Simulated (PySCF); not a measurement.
PBE on Mg (magnesium, neutral), [Ne] 3s1 3d1, high-spin 3D determinant (an excited configuration). Computed with PySCF 2.14 in dyall-av3z, with the spin-free X2C one-electron Hamiltonian (Gaussian nucleus).

```
cycle= 1 E= -200.033347903632  delta_E= -0.00835  |g|= 0.0271  |ddm|= 0.235
cycle= 2 E= -200.033399805374  delta_E= -5.19e-05  |g|= 0.023  |ddm|= 0.0206
cycle= 3 E= -200.03346681104  delta_E= -6.7e-05  |g|= 0.000645  |ddm|= 0.00461
cycle= 4 E= -200.033466893485  delta_E= -8.24e-08  |g|= 4.91e-05  |ddm|= 0.00106
cycle= 5 E= -200.033466894589  delta_E= -1.1e-09  |g|= 4.04e-06  |ddm|= 0.000213
cycle= 6 E= -200.033466894616  delta_E= -2.65e-11  |g|= 4.38e-07  |ddm|= 3.26e-05
converged SCF energy = -200.033466894616  <S^2> = 2.0000342  2S+1 = 3.0000228
```

Highest occupied orbital energy: 0.572 eV; ⟨L²⟩ = 6.00; populations by l: s 5.00, p 6.00, d 1.00, f 0.00.

Q: Can this result be used?

A: Not for this state. The run converged. The outer electron is Rydberg-like, and this basis confines it to a smaller radius and binds it less than a complete one would. At PBE the highest occupied level has a positive energy, so only the finite basis holds that electron; for this excited configuration the basis is too tight for the outer shell.
